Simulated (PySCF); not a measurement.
PySCF input file for C₆H₅, SMILES [c]1ccccc1, multiplicity 2, TDA-PBE/def2-SVPD. Geometry: PBE0-D3(BJ)/def2-SVP. The isomer is the one that the SMILES or the coordinates give; other isomers of the formula were not compared.

```python
import numpy as np
from pyscf import gto, scf, dft, tdscf

mol = gto.M(
    atom='''
    C     0.00000000   -0.00000001   -1.39697632
    C     0.00000000   -1.22571152   -0.77066237
    C     0.00000000   -1.21273898    0.63095292
    C     0.00000000    0.00000002    1.32205146
    C     0.00000000    1.21273898    0.63095291
    C     0.00000000    1.22571151   -0.77066238
    H     0.00000000   -2.16761091   -1.32573670
    H     0.00000000   -2.15756348    1.18153949
    H     0.00000000    0.00000002    2.41445721
    H     0.00000000    2.15756349    1.18153945
    H     0.00000000    2.16761090   -1.32573674
    ''',
    basis='def2-SVPD',
    charge=0,
    spin=1,
    max_memory=1600,
    verbose=4,
)
mf = dft.UKS(mol, xc='pbe').density_fit(auxbasis='def2-universal-jkfit')
mf.grids.level = 3
mf.conv_tol = 1e-9
mf.max_cycle = 100
mf.kernel()
fine, coarse = mf.grids, dft.Grids(mol).set(level=1).build(with_non0tab=True)
for _ in range(3):  # follow internal instabilities
    mf.grids = coarse
    mo, _, stable, _ = mf.stability(return_status=True, nroots=4)
    mf.grids = fine
    if stable:
        break
    mf.kernel(mf.make_rdm1(mo, mf.mo_occ))
mf.grids = dft.Grids(mol).set(level=1).build(with_non0tab=True)  # coarser grid for the response kernel
td = tdscf.TDA(mf)
td.nstates = 10
td.conv_tol = 1e-4
td.positive_eig_threshold = 1e-6
td.kernel(x0=td.get_init_guess(mf, 15))
td.analyze()
```

Output:

```
PySCF version 2.14.0

[INPUT] verbose = 4
[INPUT] num. atoms = 11
[INPUT] num. electrons = 41
[INPUT] charge = 0
[INPUT] spin (= nelec alpha-beta = 2S) = 1
[INPUT] symmetry False subgroup None
[INPUT] Mole.unit = angstrom
[INPUT] Symbol           X                Y                Z      unit          X                Y                Z       unit  Magmom
[INPUT]  1 C      0.000000000000  -0.000000010000  -1.396976320000 AA    0.000000000000  -0.000000018897  -2.639902647303 Bohr   0.0
[INPUT]  2 C      0.000000000000  -1.225711520000  -0.770662370000 AA    0.000000000000  -2.316259080524  -1.456340813808 Bohr   0.0
[INPUT]  3 C      0.000000000000  -1.212738980000   0.630952920000 AA    0.000000000000  -2.291744532784   1.192328216295 Bohr   0.0
[INPUT]  4 C      0.000000000000   0.000000020000   1.322051460000 AA    0.000000000000   0.000000037795   2.498315181981 Bohr   0.0
[INPUT]  5 C      0.000000000000   1.212738980000   0.630952910000 AA    0.000000000000   2.291744532784   1.192328197397 Bohr   0.0
[INPUT]  6 C      0.000000000000   1.225711510000  -0.770662380000 AA    0.000000000000   2.316259061627  -1.456340832705 Bohr   0.0
[INPUT]  7 H      0.000000000000  -2.167610910000  -1.325736700000 AA    0.000000000000  -4.096190964519  -2.505279276285 Bohr   0.0
[INPUT]  8 H      0.000000000000  -2.157563480000   1.181539490000 AA    0.000000000000  -4.077204073564   2.232786041458 Bohr   0.0
[INPUT]  9 H      0.000000000000   0.000000020000   2.414457210000 AA    0.000000000000   0.000000037795   4.562662866381 Bohr   0.0
[INPUT] 10 H      0.000000000000   2.157563490000   1.181539450000 AA    0.000000000000   4.077204092461   2.232785965869 Bohr   0.0
[INPUT] 11 H      0.000000000000   2.167610900000  -1.325736740000 AA    0.000000000000   4.096190945622  -2.505279351874 Bohr   0.0

nuclear repulsion = 194.299923559144
number of shells = 68
number of NR pGTOs = 230
number of NR cGTOs = 160
basis = def2-SVPD
ecp = {}


[settings echo left out]
init E= -231.727760105188
  alpha nocc = 21  HOMO = -0.225703571977172  LUMO = -0.117314330509149
  beta  nocc = 20  HOMO = -0.303135486790934  LUMO = -0.225703571977172

WARN: HOMO -0.225703571977172 >= LUMO -0.225703571977172

cycle= 1 E= -231.049808985734  delta_E= 0.678  |g|= 0.291  |ddm|= 6.51
  alpha nocc = 21  HOMO = -0.155431576692607  LUMO = 0.011232544924054
  beta  nocc = 20  HOMO = -0.166664089153621  LUMO = -0.0829194292628528
  HOMO = -0.155431576693  LUMO = -0.0829194292629  gap/eV = 1.97316
cycle= 2 E= -230.992459869064  delta_E= 0.0573  |g|= 0.438  |ddm|= 2.27
  alpha nocc = 21  HOMO = -0.193059297619667  LUMO = -0.0512713528456965
  beta  nocc = 20  HOMO = -0.232418248577793  LUMO = -0.114621835088623
  HOMO = -0.19305929762  LUMO = -0.114621835089  gap/eV = 2.13439
cycle= 3 E= -231.098807632232  delta_E= -0.106  |g|= 0.0654  |ddm|= 1.27
  alpha nocc = 21  HOMO = -0.210633298784572  LUMO = -0.053875965335267
  beta  nocc = 20  HOMO = -0.236150329971437  LUMO = -0.128947897635622
  HOMO = -0.210633298785  LUMO = -0.128947897636  gap/eV = 2.22277
cycle= 4 E= -231.100171755513  delta_E= -0.00136  |g|= 0.0457  |ddm|= 0.463
  alpha nocc = 21  HOMO = -0.205527266271571  LUMO = -0.0529771454868837
  beta  nocc = 20  HOMO = -0.234464290446547  LUMO = -0.121159476578817
  HOMO = -0.205527266272  LUMO = -0.121159476579  gap/eV = 2.29576
cycle= 5 E= -231.101493503926  delta_E= -0.00132  |g|= 0.00821  |ddm|= 0.149
  alpha nocc = 21  HOMO = -0.205189443736778  LUMO = -0.0525648835199592
  beta  nocc = 20  HOMO = -0.233522836519935  LUMO = -0.119552467688031
  HOMO = -0.205189443737  LUMO = -0.119552467688  gap/eV = 2.33030
cycle= 6 E= -231.101525371109  delta_E= -3.19e-05  |g|= 0.00492  |ddm|= 0.0305
  alpha nocc = 21  HOMO = -0.205681603066709  LUMO = -0.0525170000935877
  beta  nocc = 20  HOMO = -0.233737314963412  LUMO = -0.119672769621611
  HOMO = -0.205681603067  LUMO = -0.119672769622  gap/eV = 2.34042
cycle= 7 E= -231.101539254623  delta_E= -1.39e-05  |g|= 0.000983  |ddm|= 0.0156
  alpha nocc = 21  HOMO = -0.205803989932382  LUMO = -0.0525661114528639
  beta  nocc = 20  HOMO = -0.2337046326042  LUMO = -0.119446686350561
  HOMO = -0.205803989932  LUMO = -0.119446686351  gap/eV = 2.34990
cycle= 8 E= -231.10154101971  delta_E= -1.77e-06  |g|= 0.000296  |ddm|= 0.00603
  alpha nocc = 21  HOMO = -0.205787016521233  LUMO = -0.0525731971444823
  beta  nocc = 20  HOMO = -0.233676904780379  LUMO = -0.119400946090003
  HOMO = -0.205787016521  LUMO = -0.11940094609  gap/eV = 2.35068
cycle= 9 E= -231.101541228979  delta_E= -2.09e-07  |g|= 0.000242  |ddm|= 0.00256
  alpha nocc = 21  HOMO = -0.20579649970378  LUMO = -0.0525585952224987
  beta  nocc = 20  HOMO = -0.233691668563396  LUMO = -0.119406243525817
  HOMO = -0.205796499704  LUMO = -0.119406243526  gap/eV = 2.35080
cycle= 10 E= -231.10154126476  delta_E= -3.58e-08  |g|= 0.000138  |ddm|= 0.000795
  alpha nocc = 21  HOMO = -0.205797109360127  LUMO = -0.0525595247398458
  beta  nocc = 20  HOMO = -0.233687725792871  LUMO = -0.119411661781089
  HOMO = -0.20579710936  LUMO = -0.119411661781  gap/eV = 2.35067
cycle= 11 E= -231.101541279652  delta_E= -1.49e-08  |g|= 2.36e-05  |ddm|= 0.000594
  alpha nocc = 21  HOMO = -0.205796933693133  LUMO = -0.0525651738334867
  beta  nocc = 20  HOMO = -0.233696020015791  LUMO = -0.119413921298116
  HOMO = -0.205796933693  LUMO = -0.119413921298  gap/eV = 2.35060
cycle= 12 E= -231.101541279661  delta_E= -8.7e-12  |g|= 2.99e-05  |ddm|= 0.000184
  alpha nocc = 21  HOMO = -0.205796104514927  LUMO = -0.0525555322617062
  beta  nocc = 20  HOMO = -0.233686792050242  LUMO = -0.11941391960244
  HOMO = -0.205796104515  LUMO = -0.119413919602  gap/eV = 2.35058
Extra cycle  E= -231.101541278326  delta_E= 1.34e-09  |g|= 5.65e-05  |ddm|= 0.000231
converged SCF energy = -231.101541278326  <S^2> = 0.75635817  2S+1 = 2.0063481
tot grids = 43440
uhf_internal: lowest eigs of H = [0.87319832 0.88154649 0.88653316 0.89296177]
<class 'pyscf.df.df_jk.DFUKS'> wavefunction is stable in the internal stability analysis
tot grids = 43440
Overwritten attributes  positive_eig_threshold  of <class 'pyscf.tdscf.uks.TDA'>


******** <class 'pyscf.tdscf.uks.TDA'> for <class 'pyscf.df.df_jk.DFUKS'> ********
nstates = 10
deg_eia_thresh = 1.000e-03
wfnsym = None
conv_tol = 0.0001
eigh lindep = 1e-12
eigh level_shift = 0
eigh max_cycle = 100


Excitation energies (eV)
[2.91156956 3.28788867 4.14318312 4.27615087 4.3933113  4.6285886
 4.78320281 5.13979619 5.27201245 5.39105155]

** Excitation energies and oscillator strengths **
Excited State   1:      2.91157 eV    425.83 nm  f=0.0009
      21a ->   23a      0.16989
      20b ->   21b      0.98303
Excited State   2:      3.28789 eV    377.09 nm  f=0.0000
      19b ->   21b      0.99973
Excited State   3:      4.14318 eV    299.25 nm  f=0.0000
      21a ->   22a     -0.99959
Excited State   4:      4.27615 eV    289.94 nm  f=0.0000
      19a ->   22a      0.58801
      20a ->   23a     -0.38757
      19b ->   22b      0.58948
      20b ->   23b     -0.38002
Excited State   5:      4.39331 eV    282.21 nm  f=0.0039
      21a ->   23a      0.98147
      20b ->   21b     -0.17191
Excited State   6:      4.62859 eV    267.87 nm  f=0.0003
      19a ->   23a      0.28834
      20a ->   22a     -0.58441
      19b ->   23b      0.16303
      20b ->   22b     -0.73961
Excited State   7:      4.78320 eV    259.21 nm  f=0.0000
      19a ->   22a      0.38837
      20a ->   23a      0.59738
      19b ->   22b      0.38609
      20b ->   23b      0.58263
Excited State   8:      5.13980 eV    241.22 nm  f=0.0004
      19a ->   23a      0.77404
      20a ->   22a      0.36072
      19b ->   23b      0.50228
      20b ->   22b      0.12799
Excited State   9:      5.27201 eV    235.17 nm  f=0.0010
      18b ->   21b      0.99696
Excited State  10:      5.39105 eV    229.98 nm  f=0.0041
      19a ->   23a      0.23880
      20a ->   22a      0.54709
      19b ->   23b     -0.63892
      20b ->   22b     -0.47937

** Transition electric dipole moments (AU) **
state          X           Y           Z        Dip. S.      Osc.
  1        -0.1134     -0.0000      0.0000      0.0129      0.0009
  2         0.0000      0.0000      0.0000      0.0000      0.0000
  3         0.0000     -0.0000      0.0000      0.0000      0.0000
  4         0.0000     -0.0000     -0.0052      0.0000      0.0000
  5         0.1904     -0.0000      0.0000      0.0362      0.0039
  6         0.0000      0.0476     -0.0000      0.0023      0.0003
  7        -0.0000     -0.0000      0.0093      0.0001      0.0000
  8         0.0000     -0.0528     -0.0000      0.0028      0.0004
  9        -0.0000      0.0892     -0.0000      0.0080      0.0010
 10         0.0000      0.1764     -0.0000      0.0311      0.0041

** Transition velocity dipole moments (imaginary part, AU) **
state          X           Y           Z        Dip. S.      Osc.
  1        -0.0024      0.0000     -0.0000      0.0000      0.0000
  2         0.0000      0.0000      0.0000      0.0000      0.0000
  3         0.0000     -0.0000      0.0000      0.0000      0.0000
  4        -0.0000      0.0000     -0.0061      0.0000      0.0002
  5         0.0094     -0.0000      0.0000      0.0001      0.0004
  6         0.0000     -0.0034     -0.0000      0.0000      0.0000
  7        -0.0000      0.0000      0.0085      0.0001      0.0003
  8         0.0000      0.0045     -0.0000      0.0000      0.0001
  9        -0.0000     -0.0137     -0.0000      0.0002      0.0006
 10         0.0000     -0.0056     -0.0000      0.0000      0.0001

** Transition magnetic dipole moments (imaginary part, AU) **
state          X           Y           Z
  1        -0.0000      0.4525     -0.0000
  2        -0.0000     -0.0000     -0.0110
  3         0.0000      0.0000      0.0158
  4        -0.0000      0.0000      0.0000
  5         0.0000      0.3948     -0.0000
  6         0.0613     -0.0000      0.0000
  7        -0.0000      0.0000     -0.0000
  8        -0.0852      0.0000     -0.0000
  9         0.7653     -0.0000     -0.0000
 10         0.0404      0.0000      0.0000
```

The calculation finished and met its thresholds.
